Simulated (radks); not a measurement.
Results of a calculation; reference values are marked as such.
The beryllium ion Be+, 3 electrons, occupied as [He] 2s1. Level of theory: scalar-relativistic Kohn-Sham, r2SCAN, spin-polarised, spherical densities, finite nucleus; open shells are filled with parallel spins first; meta-GGA in the generalised Kohn-Sham scheme; Fermi nuclear charge, rms radius 2.519 fm (a radial shooting solver on a logarithmic mesh with Libxc functionals).

Unscreened Slater integrals over Kohn-Sham orbitals (cm^-1). They are taken over the spin-up orbitals.

F0(2s,2s): 87761
F0(2s,1s): 121800
G0(2s,1s): 8615.7
F0(1s,1s): 497870
